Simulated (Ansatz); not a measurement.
Born–Oppenheimer molecular dynamics of ClFH2O2Ti (7 atoms, charge 0, multiplicity 1). It starts from a relaxed structure.

Method: Ansatz, RKS PBE/def2-SVP.

```json
{"ensemble": "NVT, Langevin thermostat", "time step": "0.5 fs", "steps asked": "166", "set temperature": "300 K", "friction": "0.02 /fs", "temperature schedule": "41 steps to 300 K, then 125 steps to 10 K", "seed": "112259"}
```

Frames 1 fs apart, positions in Å, forces in eV/Å.

Velocities at 35 fs (Å/ps):

```
Ti 1.03 2.21 5.01
Cl -3.63 -0.54 -2.80
F -2.74 6.38 1.37
O 0.77 0.09 1.37
H 12.42 -1.82 -13.27
O 0.18 -3.10 -7.39
H 12.12 -9.19 -10.82
```

```xyz
7
Properties=species:S:1:pos:R:3:forces:R:3 time_fs=35 energy_less_start_eV=0.223 T=284
Ti -0.145 0.064 0.146 0.46 0.16 -0.68
Cl 0.018 0.161 2.412 -0.08 0.03 -0.71
F 1.453 -0.178 -0.590 -0.37 0.41 0.48
O -0.872 1.568 -0.639 -0.70 -1.16 -0.53
H -1.544 1.546 -1.395 1.06 0.04 1.18
O -0.871 -1.456 -0.385 -0.45 0.49 0.23
H -0.938 -2.425 -0.391 0.08 0.02 0.03
7
Properties=species:S:1:pos:R:3:forces:R:3 time_fs=36 energy_less_start_eV=0.215 T=285
Ti -0.144 0.066 0.151 0.30 -0.03 -0.85
Cl 0.014 0.161 2.409 -0.07 0.04 -0.62
F 1.451 -0.172 -0.588 -0.31 0.40 0.48
O -0.871 1.568 -0.638 -0.56 -1.15 -0.40
H -1.528 1.542 -1.402 0.92 0.04 1.06
O -0.871 -1.458 -0.393 -0.38 0.41 0.30
H -0.925 -2.434 -0.402 0.10 0.29 0.04
7
Properties=species:S:1:pos:R:3:forces:R:3 time_fs=37 energy_less_start_eV=0.197 T=351
Ti -0.143 0.069 0.156 0.12 -0.25 -1.01
Cl 0.011 0.160 2.406 -0.06 0.05 -0.53
F 1.448 -0.165 -0.587 -0.23 0.39 0.46
O -0.871 1.566 -0.636 -0.06 -1.12 0.19
H -1.501 1.541 -1.398 0.40 0.03 0.48
O -0.873 -1.461 -0.400 -0.29 0.33 0.37
H -0.911 -2.443 -0.412 0.11 0.57 0.05
7
Properties=species:S:1:pos:R:3:forces:R:3 time_fs=38 energy_less_start_eV=0.195 T=320
Ti -0.141 0.071 0.161 -0.05 -0.43 -1.15
Cl 0.007 0.159 2.403 -0.04 0.06 -0.44
F 1.444 -0.158 -0.585 -0.15 0.37 0.44
O -0.870 1.565 -0.635 0.57 -1.08 0.98
H -1.470 1.538 -1.393 -0.24 0.02 -0.32
O -0.875 -1.464 -0.406 -0.20 0.51 0.43
H -0.896 -2.446 -0.423 0.11 0.56 0.05
7
Properties=species:S:1:pos:R:3:forces:R:3 time_fs=39 energy_less_start_eV=0.208 T=280
Ti -0.141 0.073 0.165 -0.20 -0.61 -1.27
Cl 0.003 0.159 2.400 -0.03 0.06 -0.35
F 1.440 -0.150 -0.583 -0.06 0.35 0.42
O -0.868 1.562 -0.634 1.06 -1.02 1.65
H -1.447 1.532 -1.389 -0.76 0.00 -1.00
O -0.877 -1.467 -0.411 -0.12 0.79 0.49
H -0.882 -2.446 -0.435 0.11 0.42 0.06
7
Properties=species:S:1:pos:R:3:forces:R:3 time_fs=40 energy_less_start_eV=0.213 T=254
Ti -0.140 0.075 0.169 -0.34 -0.80 -1.37
Cl -0.002 0.158 2.397 -0.02 0.07 -0.25
F 1.438 -0.144 -0.579 0.03 0.33 0.39
O -0.867 1.560 -0.631 1.11 -0.95 1.77
H -1.434 1.527 -1.391 -0.84 0.00 -1.14
O -0.879 -1.470 -0.416 -0.05 1.30 0.55
H -0.868 -2.441 -0.442 0.11 0.05 0.05
7
Properties=species:S:1:pos:R:3:forces:R:3 time_fs=41 energy_less_start_eV=0.209 T=257
Ti -0.139 0.078 0.172 -0.47 -0.97 -1.44
Cl -0.006 0.157 2.394 -0.01 0.08 -0.17
F 1.435 -0.137 -0.576 0.11 0.31 0.36
O -0.865 1.557 -0.628 0.80 -0.89 1.39
H -1.427 1.525 -1.401 -0.57 0.01 -0.79
O -0.882 -1.472 -0.420 -0.01 2.00 0.62
H -0.855 -2.432 -0.450 0.13 -0.54 0.03
7
Properties=species:S:1:pos:R:3:forces:R:3 time_fs=42 energy_less_start_eV=0.208 T=291
Ti -0.138 0.080 0.175 -0.56 -1.13 -1.50
Cl -0.011 0.156 2.392 0.00 0.09 -0.08
F 1.433 -0.129 -0.574 0.20 0.29 0.33
O -0.862 1.554 -0.623 0.21 -0.81 0.60
H -1.426 1.523 -1.418 -0.02 0.03 -0.03
O -0.885 -1.473 -0.425 0.01 2.50 0.67
H -0.842 -2.424 -0.459 0.16 -0.97 0.02
7
Properties=species:S:1:pos:R:3:forces:R:3 time_fs=43 energy_less_start_eV=0.218 T=277
Ti -0.138 0.082 0.178 -0.64 -1.29 -1.54
Cl -0.016 0.156 2.389 0.01 0.09 0.02
F 1.431 -0.122 -0.570 0.28 0.27 0.29
O -0.860 1.550 -0.618 -0.41 -0.71 -0.27
H -1.425 1.519 -1.439 0.55 0.05 0.79
O -0.889 -1.472 -0.429 0.02 2.59 0.70
H -0.829 -2.421 -0.467 0.19 -1.01 0.01
7
Properties=species:S:1:pos:R:3:forces:R:3 time_fs=44 energy_less_start_eV=0.225 T=289
Ti -0.137 0.085 0.181 -0.74 -1.43 -1.54
Cl -0.021 0.155 2.385 0.02 0.10 0.11
F 1.429 -0.115 -0.567 0.39 0.24 0.24
O -0.858 1.546 -0.612 -0.74 -0.59 -0.77
H -1.415 1.517 -1.453 0.82 0.06 1.23
O -0.893 -1.471 -0.432 0.07 2.09 0.69
H -0.815 -2.428 -0.474 0.17 -0.47 0.04
7
Properties=species:S:1:pos:R:3:forces:R:3 time_fs=45 energy_less_start_eV=0.217 T=285
Ti -0.136 0.086 0.182 -0.81 -1.55 -1.50
Cl -0.025 0.156 2.382 0.03 0.10 0.20
F 1.427 -0.107 -0.564 0.51 0.21 0.19
O -0.856 1.542 -0.607 -0.74 -0.46 -0.78
H -1.398 1.513 -1.455 0.75 0.07 1.16
O -0.897 -1.468 -0.434 0.17 1.17 0.64
H -0.798 -2.441 -0.479 0.09 0.46 0.08
7
Properties=species:S:1:pos:R:3:forces:R:3 time_fs=46 energy_less_start_eV=0.210 T=305
Ti -0.135 0.088 0.183 -0.87 -1.65 -1.42
Cl -0.030 0.156 2.379 0.03 0.11 0.29
F 1.425 -0.100 -0.560 0.64 0.18 0.13
O -0.853 1.537 -0.602 -0.47 -0.31 -0.35
H -1.371 1.508 -1.448 0.39 0.07 0.64
O -0.901 -1.464 -0.436 0.27 0.39 0.59
H -0.783 -2.453 -0.487 0.00 1.21 0.12
```

Of the whole run (83 fs, mean temperature of the second half 267 K): The schedule's set-point averaged 106 K over the second half and the system 267 K, so it lags behind the ramp. A run of 0.083 ps of so small a system gives no equilibrium averages.

The run took 5.3 min on 2 threads of Arm Neoverse V2, with other jobs on the host, peak memory 0.15 GiB.
